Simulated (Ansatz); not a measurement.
Cost and result for the atomization energy of C$_{2}$H$_{6}$AlClSi (`C=[C](Cl)[AlH][SiH3]`) (11 atoms, 10 bonds).

```xyz
11

C     0.983    0.093   -1.765
C     1.519   -0.305   -0.612
Cl    3.199   -0.791   -0.593
Al    0.517   -0.372    1.065
Si   -1.840    0.313    1.002
H     1.539    0.131   -2.698
H    -0.059    0.396   -1.792
H     1.244   -0.855    2.386
H    -2.729   -0.794    1.462
H    -2.080    1.473    1.908
H    -2.292    0.711   -0.362
```

Charge 0, multiplicity 1. All single points use the PBE0-D4/def2-TZVP geometry. It is one conformer, not always the lowest. Program: Ansatz. All runs use 4 threads of an Arm Neoverse V2 on a shared host. Times are those of one run each, without the atoms' runs, and a repeat can differ threefold. Electronic energies, without spin–orbit coupling; frozen cores. CCSD(T)/CBS adds CCSD(T) − MP2 in def2-TZVPP to the MP2 limit, and its time is that of the two runs behind it. T1 = 0.012. B3LYP takes the VWN-RPA correlation (the form of Gaussian; ORCA's B3LYP/G).

CCSD(T)/CBS is a level of theory with its own doubt, some kJ/mol a heavy atom from the limit and from the frozen cores, so smaller differences don't rank the functionals.

```tsv
level	functions	atomization (kJ/mol)	difference from CCSD(T)/CBS	per bond
B2PLYP/def2-TZVPP	272	3545.9	-53.2	-5.3
CCSD(T)/CBS(def2)	–	3599.1	0.0	0.0
PBE-D4/def2-TZVPP (with forces)	272	3643.1	44.0	4.4
r2SCAN-D4/def2-TZVPP (with forces)	272	3614.3	15.2	1.5
ωB97X-V/def2-TZVPP	272	3615.0	15.9	1.6
MP2/def2-QZVPP	504	3592.5	-6.6	-0.7
CCSD(T)/def2-TZVPP	272	3505.1	-94.0	-9.4
B3LYP-D4/def2-TZVPP (with forces)	272	3590.4	-8.7	-0.9
ωB97M-V/def2-TZVPP (with forces)	272	3602.6	3.5	0.3
PBE0-D4/def2-TZVPP	272	3599.6	0.5	0.0
```

Question: Order the runs by time, with rough figures. (Estimate.)

Answer: Ansatz gave: PBE-D4/def2-TZVPP (with forces) 2.4 s; PBE0-D4/def2-TZVPP 2.9 s; r2SCAN-D4/def2-TZVPP (with forces) 4.5 s; B3LYP-D4/def2-TZVPP (with forces) 4.5 s; B2PLYP/def2-TZVPP 5 s; ωB97X-V/def2-TZVPP 7.5 s; ωB97M-V/def2-TZVPP (with forces) 11 s; MP2/def2-QZVPP 19 s; CCSD(T)/def2-TZVPP 110 s; CCSD(T)/CBS(def2) 2.2 min.

In def2-TZVPP, CCSD(T) changes the Hartree–Fock value by +833.7 kJ/mol (the triples alone add +55.2 kJ/mol) and MP2 by +865.4 kJ/mol; breaking electron pairs costs correlation energy, which Hartree–Fock lacks. From PBE to PBE0 (25 % exact exchange), in def2-TZVPP and without D4, the atomization energy moves by −39.9 kJ/mol: exact exchange takes away binding that semilocal exchange gives to molecules. The D4 term adds +42.3 kJ/mol with B3LYP and +22.4 kJ/mol with PBE0; it sums over pairs of atoms, weighted by their polarisabilities, and B3LYP, whose exchange is more repulsive, gets the larger term.
